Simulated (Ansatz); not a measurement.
Consider the formal exchange of groups at a C–C bond: `CC(=N)CCl` + `O[BH][GeH3]` → `O[B]([GeH3])CCl` + `CC=N`.

Computed with Ansatz on PBE0-D4/def2-TZVP structures; ΔE is electronic, products minus reactants. CCSD(T)/CBS is the MP2 limit (def2-TZVPP, def2-QZVPP) plus CCSD(T) − MP2 in def2-TZVPP, frozen cores. Functionals use def2-TZVPP. For Ge outer-core shells are correlated without core-valence functions, which leaves a few kJ/mol of doubt a bond. Scalar relativity is left out up to krypton. Each species was taken in one conformer, which may not be the lowest.

**Question.** Is it downhill or uphill in electronic energy at CCSD(T)/CBS, and by how much? (Estimate.)

**Answer.** The calculation gave: Downhill: ΔE = -24.7 kJ/mol.

**Question.** What do these levels give: r2SCAN-D4, r2SCAN, PBE0, MP2/def2-TZVPP, SCS-MP2/def2-TZVPP, MP2/CBS(def2)? (Estimate.)

**Answer.** The calculation gave: r2SCAN-D4 -26.6, r2SCAN -26.5, PBE0 -25.5, MP2/def2-TZVPP -23.0, SCS-MP2/def2-TZVPP -22.1, MP2/CBS(def2) -23.0 kJ/mol.

Largest T1 diagnostic among the species: 0.013.
